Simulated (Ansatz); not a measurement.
ammonia borane (H6BN), singlet, geometry from GFN2-xTB; HF/aug-cc-pVDZ in Ansatz (a quantum-chemistry and plane-wave program).

Ansatz was given this input:
Ansatz 0.2 input:
```yaml
crystal:
  periodic: [false, false, false]
  atoms:
    - {symbol: B, position_ang: [-0.91491923, 0.11210003, -0.01661920]}
    - {symbol: N, position_ang: [0.73087909, -0.08955061, 0.01327617]}
    - {symbol: H, position_ang: [-1.31399349, -0.64168266, -0.84737361]}
    - {symbol: H, position_ang: [-1.09154966, 1.25500958, -0.29974635]}
    - {symbol: H, position_ang: [-1.29004994, -0.16052617, 1.07999077]}
    - {symbol: H, position_ang: [0.93390981, -1.05286399, 0.25124010]}
    - {symbol: H, position_ang: [1.12008257, 0.53455889, 0.70957279]}
    - {symbol: H, position_ang: [1.10004319, 0.13185843, -0.90352092]}
basis:
  gaussian:
    orbitals: aug-cc-pVDZ
hamiltonian:
  xc: hf
```

The log (banner, timings and long lists left out):

```
Functional definition: HF
987 factors; their error is unknown
mean field evaluation 1: about -2246.0494 eV, gradient 3.0e1 eV
mean field evaluation 2: about -2248.0472 eV, gradient 1.2e1 eV
mean field evaluation 4: about -2248.3703 eV, gradient 6.4e-1 eV
mean field evaluation 8: about -2248.4040 eV, gradient 1.7e-1 eV
mean field -2248.40402736 eV, -82.6273239823 hartree, gradient 5.2e-5 eV, S^2 0.000000; 0 other end points of the search recorded, 0 dependent functions left out
reference -2248.40402736 eV, -82.6273239823 hartree; 9, 9 occupied and 91, 91 virtual orbitals, 987 factors
Total energy: -2248.40402736 eV, -82.6273239823 hartree
```
